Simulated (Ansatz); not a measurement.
## Molecular dynamics of CH4F2Si

The input (input.yaml):

```yaml
crystal:
  periodic: [false, false, false]
  atoms:
    - { symbol: Si, position_ang: [-0.012974, -0.031864, 0.021865] }
    - { symbol: C, position_ang: [0.00322, 0.001769, 1.879201] }
    - { symbol: H, position_ang: [-1.025539, -0.091242, 2.282397] }
    - { symbol: H, position_ang: [0.609756, -0.834775, 2.281539] }
    - { symbol: H, position_ang: [0.436173, 0.953481, 2.248069] }
    - { symbol: F, position_ang: [1.507151, 0.155781, -0.542566] }
    - { symbol: F, position_ang: [-0.880106, 1.23125, -0.541334] }
    - { symbol: H, position_ang: [-0.574882, -1.2784, -0.582871] }
basis:
  gaussian: { orbitals: def2-SVP }
hamiltonian:
  xc: pbe
  dispersion: d4
md:
  timestep: 0.5
  n_steps: 100
  ensemble: nve
  temperature: 500.0
  initial_velocities: maxwell_boltzmann
  seed: 199515
```

Launched with:

```bash
$ ansatz run input.yaml --threads 1 --pin off --max-ram 2048MiB --backend cpu --events-out ev --progress --plain --runs-dir out
```

It starts from a relaxed structure.

Output, in part (step lines, the closing report, with atoms numbered from 0):

```
md step     0: t =     0.00 fs  T =   500.0 K  F+E_penalty+E_count = -14398.79616114 eV  E_kin = 0.387780 eV  conserved = -14398.40838114 eV  (24 SCF iters)
[... lines left out ...]
Total energy: -14398.58449903 eV, -529.1382206284 hartree
Atom 0 at    -0.005149    -0.054629    -0.007509 Å, force    -0.233419     0.764036     0.471842 eV/Å
Atom 1 at     0.004327     0.039735     1.865119 Å, force    -1.280352     0.821875     0.451550 eV/Å
Atom 2 at    -1.029936    -0.213543     2.250656 Å, force     0.438523     0.283463    -0.273228 eV/Å
Atom 3 at     0.628833    -0.700641     2.337680 Å, force     0.823872    -0.867085     0.210268 eV/Å
Atom 4 at     0.291956     1.026157     2.352771 Å, force    -0.252122    -0.564361    -0.765248 eV/Å
Atom 5 at     1.521042     0.130322    -0.533538 Å, force     0.189268     0.253269    -0.262980 eV/Å
Atom 6 at    -0.909418     1.269107    -0.504819 Å, force     0.645054    -1.325637     0.047533 eV/Å
Atom 7 at    -0.385919    -1.414709    -0.584122 Å, force    -0.330822     0.634440     0.120263 eV/Å
Dipole moment:    -0.123542    -0.254859     0.321502 e Å
```

The steps, from the saved trajectory:

```json
{"time (fs)": "0", "T (K)": "500", "potential energy less start (eV)": "0.000", "conserved less start (meV/atom)": "0.00"}
{"time (fs)": "1.5", "T (K)": "417", "potential energy less start (eV)": "0.066", "conserved less start (meV/atom)": "0.14"}
{"time (fs)": "3", "T (K)": "321", "potential energy less start (eV)": "0.140", "conserved less start (meV/atom)": "0.23"}
{"time (fs)": "4.5", "T (K)": "321", "potential energy less start (eV)": "0.140", "conserved less start (meV/atom)": "0.09"}
{"time (fs)": "6", "T (K)": "265", "potential energy less start (eV)": "0.183", "conserved less start (meV/atom)": "0.08"}
{"time (fs)": "7.5", "T (K)": "139", "potential energy less start (eV)": "0.282", "conserved less start (meV/atom)": "0.23"}
{"time (fs)": "9", "T (K)": "116", "potential energy less start (eV)": "0.299", "conserved less start (meV/atom)": "0.21"}
{"time (fs)": "10.5", "T (K)": "176", "potential energy less start (eV)": "0.252", "conserved less start (meV/atom)": "0.06"}
{"time (fs)": "12", "T (K)": "145", "potential energy less start (eV)": "0.276", "conserved less start (meV/atom)": "0.13"}
{"time (fs)": "13.5", "T (K)": "113", "potential energy less start (eV)": "0.302", "conserved less start (meV/atom)": "0.25"}
{"time (fs)": "15", "T (K)": "209", "potential energy less start (eV)": "0.226", "conserved less start (meV/atom)": "0.11"}
{"time (fs)": "16.5", "T (K)": "280", "potential energy less start (eV)": "0.171", "conserved less start (meV/atom)": "0.05"}
{"time (fs)": "18", "T (K)": "244", "potential energy less start (eV)": "0.200", "conserved less start (meV/atom)": "0.18"}
{"time (fs)": "19.5", "T (K)": "258", "potential energy less start (eV)": "0.189", "conserved less start (meV/atom)": "0.23"}
{"time (fs)": "21", "T (K)": "366", "potential energy less start (eV)": "0.104", "conserved less start (meV/atom)": "0.07"}
{"time (fs)": "22.5", "T (K)": "385", "potential energy less start (eV)": "0.089", "conserved less start (meV/atom)": "0.06"}
{"time (fs)": "24", "T (K)": "314", "potential energy less start (eV)": "0.146", "conserved less start (meV/atom)": "0.21"}
{"time (fs)": "25.5", "T (K)": "317", "potential energy less start (eV)": "0.143", "conserved less start (meV/atom)": "0.14"}
{"time (fs)": "27", "T (K)": "320", "potential energy less start (eV)": "0.140", "conserved less start (meV/atom)": "0.04"}
{"time (fs)": "28.5", "T (K)": "203", "potential energy less start (eV)": "0.232", "conserved less start (meV/atom)": "0.15"}
{"time (fs)": "30", "T (K)": "100", "potential energy less start (eV)": "0.313", "conserved less start (meV/atom)": "0.25"}
{"time (fs)": "31.5", "T (K)": "130", "potential energy less start (eV)": "0.288", "conserved less start (meV/atom)": "0.12"}
{"time (fs)": "33", "T (K)": "144", "potential energy less start (eV)": "0.276", "conserved less start (meV/atom)": "0.06"}
{"time (fs)": "34.5", "T (K)": "79", "potential energy less start (eV)": "0.328", "conserved less start (meV/atom)": "0.23"}
{"time (fs)": "36", "T (K)": "124", "potential energy less start (eV)": "0.294", "conserved less start (meV/atom)": "0.22"}
{"time (fs)": "37.5", "T (K)": "266", "potential energy less start (eV)": "0.181", "conserved less start (meV/atom)": "0.03"}
{"time (fs)": "39", "T (K)": "295", "potential energy less start (eV)": "0.160", "conserved less start (meV/atom)": "0.10"}
{"time (fs)": "40.5", "T (K)": "273", "potential energy less start (eV)": "0.178", "conserved less start (meV/atom)": "0.23"}
{"time (fs)": "42", "T (K)": "348", "potential energy less start (eV)": "0.119", "conserved less start (meV/atom)": "0.12"}
{"time (fs)": "43.5", "T (K)": "404", "potential energy less start (eV)": "0.075", "conserved less start (meV/atom)": "0.04"}
{"time (fs)": "45", "T (K)": "333", "potential energy less start (eV)": "0.131", "conserved less start (meV/atom)": "0.15"}
{"time (fs)": "46.5", "T (K)": "274", "potential energy less start (eV)": "0.177", "conserved less start (meV/atom)": "0.23"}
{"time (fs)": "48", "T (K)": "306", "potential energy less start (eV)": "0.151", "conserved less start (meV/atom)": "0.07"}
{"time (fs)": "49.5", "T (K)": "265", "potential energy less start (eV)": "0.183", "conserved less start (meV/atom)": "0.09"}
```

All steps were run. The conserved energy stayed within 0.27 meV per atom of its start (net change 0.15 meV per atom), so the integration is sound. A run of 0.05 ps of so small a system gives no equilibrium averages.

The same pairs are bonded in the first frame and the last. Pairs count as bonded within 1.25 times the sum of covalent radii (0.12 Å more for H–H).

Last frame:

```xyz
8
Properties=species:S:1:pos:R:3
Si -0.005 -0.055 -0.007
C 0.004 0.040 1.865
H -1.030 -0.213 2.251
H 0.629 -0.701 2.338
H 0.292 1.026 2.353
F 1.521 0.130 -0.533
F -0.909 1.269 -0.505
H -0.386 -1.415 -0.584
```

Run time: 5.3 min on 1 thread of Arm Neoverse N1, with other jobs on the host, peak memory 0.14 GiB.
